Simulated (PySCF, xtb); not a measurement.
BHN, SMILES [B]=N, multiplicity 2.

Harmonic wavenumbers (cm⁻¹) from GFN2-xTB (xtb 6.7.1) at its own minimum, in rising order: 472, 472, 2058, 3649.

Task: What does PBE-D3(BJ)/def2-TZVPD (PySCF) give at its own minimum? (The exact figures need the calculation; the answer reports its results.)

Result: 413, 413, 1861, 3763. Paired by order, the mean absolute difference is 107 cm⁻¹ and the zero-point energies are 9.5 and 9.2 kcal/mol.
